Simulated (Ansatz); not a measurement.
`CCOB(O)O`. The species carries charge 0 and has multiplicity 1. The geometry is a stationary point of PBE0-D4/def2-TZVP. It is one conformer, not always the lowest.

```xyz
13

C     1.288    1.748   -0.305
C     0.662    0.391   -0.503
O    -0.331    0.197    0.490
B    -1.041   -0.955    0.548
O    -1.974   -1.037    1.548
O    -0.787   -1.944   -0.374
H     0.536    2.535   -0.389
H     1.748    1.819    0.682
H     2.058    1.923   -1.060
H     1.418   -0.399   -0.431
H     0.210    0.314   -1.498
H    -2.470   -1.855    1.578
H    -1.317   -2.736   -0.284
```

What is the dipole moment at B3LYP/def2-TZVPP? (An estimate is asked.)

Computed: 2.56 D, with components (-0.54, -2.34, -0.89) D in this frame, pointing from negative to positive charge.

And with PBE, r2SCAN, ωB97M-V? (Estimate.)

Computed: PBE 2.48 D, r2SCAN 2.52 D, ωB97M-V 2.58 D.

Give the Mulliken charges with B3LYP, r2SCAN, ωB97M-V in def2-TZVPP. (Best estimate.)

Ansatz gave: 
```csv
atom,B3LYP,r2SCAN,ωB97M-V
C1,-0.24,-0.14,-0.30
C2,0.07,0.15,-0.01
O3,-0.34,-0.36,-0.33
B4,0.38,0.43,0.41
O5,-0.29,-0.32,-0.29
O6,-0.31,-0.33,-0.30
H7,0.08,0.04,0.10
H8,0.08,0.04,0.10
H9,0.07,0.03,0.09
H10,0.07,0.03,0.10
H11,0.07,0.03,0.10
H12,0.17,0.19,0.16
H13,0.17,0.18,0.16
```

B3LYP here is the variant with VWN-RPA as its local correlation; programs differ in this.
